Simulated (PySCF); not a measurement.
PBE0 on Hf⁺ (hafnium, charge +1), [Xe] 4f14 5d1 6s2, 2D determinant. All numbers are calculated (PySCF 2.14, scalar relativity by spin-free X2C-1e, in ANO-RCC-VTZP (8s7p5d3f2g1h, 104 functions)).

```
cycle= 2 E= -15077.5890647272  delta_E= 0.0246  |g|= 0.727  |ddm|= 0.209
cycle= 3 E= -15077.6283228311  delta_E= -0.0393  |g|= 0.0122  |ddm|= 0.104
cycle= 4 E= -15077.6301091243  delta_E= -0.00179  |g|= 0.0122  |ddm|= 0.125
cycle= 5 E= -15077.6308853517  delta_E= -0.000776  |g|= 0.0117  |ddm|= 0.0563
cycle= 6 E= -15077.6328358841  delta_E= -0.00195  |g|= 0.0159  |ddm|= 0.587
cycle= 7 E= -15077.634128168  delta_E= -0.00129  |g|= 0.00247  |ddm|= 0.188
cycle= 8 E= -15077.6340984255  delta_E= 2.97e-05  |g|= 0.0024  |ddm|= 0.0232
cycle= 9 E= -15077.6341327926  delta_E= -3.44e-05  |g|= 0.000223  |ddm|= 0.0307
cycle= 10 E= -15077.6341331771  delta_E= -3.85e-07  |g|= 2.44e-05  |ddm|= 0.00393
cycle= 11 E= -15077.6341331518  delta_E= 2.53e-08  |g|= 6.21e-05  |ddm|= 0.00128
cycle= 12 E= -15077.6341331769  delta_E= -2.51e-08  |g|= 2.19e-05  |ddm|= 0.000642
cycle= 13 E= -15077.6341331805  delta_E= -3.67e-09  |g|= 4.21e-07  |ddm|= 0.000352
cycle= 14 E= -15077.6341331805  delta_E= -1.82e-12  |g|= 2.41e-07  |ddm|= 2.59e-06
converged SCF energy = -15077.6341331805  <S^2> = 1.3129642  2S+1 = 2.5003714
```

Highest occupied orbital energy: -12.268 eV; ⟨L²⟩ = 8.15; populations by l: s 11.64, p 24.00, d 21.36, f 14.00.

(1) Can this result be used?

Results:

(1) Not for this state. The run converged. ⟨L²⟩ = 8.15 against 6 for a pure D term, so this real determinant mixes terms. Spin-orbit coupling, absent here, splits the open shell strongly. ⟨S²⟩ = 1.31 against 0.75 shows spin contamination. The s, p, d and f populations moved away from the nominal configuration during the SCF.
